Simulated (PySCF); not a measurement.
**Correlation energy of S (sulfur, neutral)**

[Ne] 3s2 3p4, high-spin 3P determinant. All numbers are calculated (PySCF 2.14, no relativity, point nucleus, in 6-31G* (4s3p1d, 18 functions)). Frozen: [Ne]; 6 electrons correlated.

MP2 pair energies summed by pair of shells (mhartree):

```csv
pair,energy,share (%)
3s-3p,-34.94,45.8
3p-3p,-33.83,44.4
3s-3s,-7.51,9.8
```

Total MP2 correlation energy: -76.29 mhartree.

Same-spin part -17.92 and opposite-spin part -58.37 mhartree; SCS-MP2 scales them by 1/3 and 6/5 to -76.01 mhartree.

```csv
level,correlation energy (mhartree)
CCSD,-93.93
(T),-1.34
CCSD(T),-95.27
```

Diagnostics: T1 = 0.0062, D1 = 0.0179, largest double amplitude 0.045.

Cost of the coupled-cluster step: 0.07 s of wall time on 1 thread of Neoverse-V2 (shared host), for 6 correlated electrons.
